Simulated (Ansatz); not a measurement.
Task: Name a neutral molecule of Cl, F, Mo, O, S and H with HOMO–LUMO gap (ωB97M-V/def2-TZVPP) between 8.95 and 9.25 eV and LUMO energy (B3LYP/def2-TZVPP) between -4.30 and -4.00 eV (Ansatz, PBE0-D4/def2-TZVP geometry).

Result: `[OH][Mo]([F])([F])(=[S])[Cl]` (9.11 eV, -4.27 eV). Other molecules can fit too; these were computed, each in one conformer that needn't be the lowest.

B3LYP here is the variant with VWN-RPA as its local correlation; programs differ in this.
